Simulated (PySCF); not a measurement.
**Bonding in `[NH3+][BH2-]O[SiH3]`**

BH8NOSi.
Numbering: `[NH3+:1][BH2-:2][O:3][SiH3:4]` (hydrogens: H5, H6, H7 on N1; H8, H9 on B2; H10, H11, H12 on Si4)

Cartesian coordinates in Å at the PBE0-D3(BJ)/def2-SVP level; atoms count from 1:
```xyz
12
BH8NOSi angstrom
N      1.7379   -0.4225    0.2573
B      0.3686    0.3724   -0.1667
O     -0.6275   -0.2727    0.6539
Si    -2.2383    0.0377    0.7679
H      2.5511   -0.0756   -0.2513
H      1.6290   -1.4202    0.0675
H      1.9028   -0.3140    1.2595
H      0.2651    0.1754   -1.3799
H      0.6018    1.5516    0.1102
H     -2.8175   -0.8981    1.7797
H     -2.5136    1.4425    1.2135
H     -2.9500   -0.1783   -0.5338
```

Bond orders from the PBE0/pcSseg-1 density (PySCF). Geometry: PBE0-D3(BJ)/def2-SVP, one conformer, isolated molecule.

(1) Where do the orders between heavy atoms depart from those drawn in the SMILES?

(2) Give the Mayer order of every bond, beside its length.

(3) Sum the orders of all bonds at each heavy atom with more than one neighbour and set the sums beside the valence in the SMILES.

Results:

(1) The largest departure is 0.408, at N1–B2 (drawn single, 0.592). Drawn single, order below 0.88: N1–B2 (0.592) and B2–O3 (0.871). The SMILES, with its formal charges, is one Lewis structure only.

(2) 
```tsv
bond	drawn as	length (Å)	Mayer order
N1–B2	single	1.639	0.592
B2–O3	single	1.443	0.871
O3–Si4	single	1.644	1.002
N1–H5	single	1.020	0.945
N1–H6	single	1.021	0.938
N1–H7	single	1.021	0.938
B2–H8	single	1.233	0.954
B2–H9	single	1.234	0.954
Si4–H10	single	1.495	0.922
Si4–H11	single	1.499	0.913
Si4–H12	single	1.499	0.912
```

(3) N1 3.413 (drawn 4), B2 3.371 (drawn 4), O3 1.873 (drawn 2), Si4 3.749 (drawn 4). Orders between atoms that aren't bonded are not in these sums.

The Mayer order sums products of elements of PS (density times overlap matrix) between the two atoms' basis functions, so it depends on the basis set.
